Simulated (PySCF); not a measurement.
# K₂Cl₂, singlet: computed properties

These are results of PBE0 in PySCF with K def2-TZVP, Cl def2-TZVP; no relativity; density-fitted integrals, not measurements.

The structure is a minimum.

Coordinates in bohr (charge 0 multiplicity 1):
```
K     3.6893    0.0000    0.0000
K    -3.6893    0.0000    0.0000
Cl    0.0000    4.0112    0.0000
Cl    0.0000   -4.0112    0.0000
```

| Property | Result |
| --- | --- |
| Point group | D2h |
| Bond lengths | K–Cl 2.884 Å (×4) |
| Bond angles | Cl–K–Cl 94.8° (×2), K–Cl–K 85.2° (×2) |
| Rotational symmetry number | 4 |
| Principal polarisabilities | 47.8, 59.2, 64.0 bohr³ |
| Dipole moment | 0.00 D |
| Zero-point energy | 5.4 kJ/mol |
| Highest occupied level | -6.75 eV |
| Enthalpy at 298.15 K above 0 K | 20.13 kJ/mol |
| Entropy at 298.15 K and 1 bar | 355.8 J/(mol K) |
| Atomisation energy without zero-point energy | 993 kJ/mol |
| Principal quadrupole moments (Buckingham, traceless) about the centre of mass | -47.44, -0.01, 47.45 D Å |
| Rotational constants | 0.05676, 0.0535, 0.02754 cm⁻¹ |
| Heat capacity Cp at 298.15 K | 80.7 J/(mol K) |
| Lowest empty level | -0.72 eV |

Harmonic modes (masses in u: K 38.964, Cl 34.969):
| symmetry | ω (cm⁻¹) | IR (km/mol) |
| --- | --- | --- |
| b3u | 44 | 54.6 |
| ag | 90 | 0.0 |
| b3g | 175 | 0.0 |
| b1u | 190 | 87.7 |
| ag | 204 | 0.0 |
| b2u | 204 | 88.3 |

In D2h the vibrations span b3u + 2ag + b3g + b1u + b2u. The ag, b3g modes carry no infrared intensity, as symmetry demands. With a centre of inversion only u modes can be infrared active and only g modes Raman active.

Charges (e):
```csv
atom,Mulliken,Löwdin,polar tensor,Mayer order to K1
K1,0.71,0.27,0.85,–
K2,0.71,0.27,0.85,-0.01
"Cl3,4",-0.71,-0.27,-0.85,0.28
```

Mulliken populations on K1: s 6.10, p 12.06, d 0.12.

Outer orbital energies (eV). occupied: -19.21, -19.13, -7.09, -7.08, -6.95, -6.83, -6.79, -6.75; empty: -0.72, -0.43, 0.94, 1.21.

This need not be the most stable arrangement of these atoms.

The final relaxation and frequency run took roughly 3 core-minutes on a shared host.
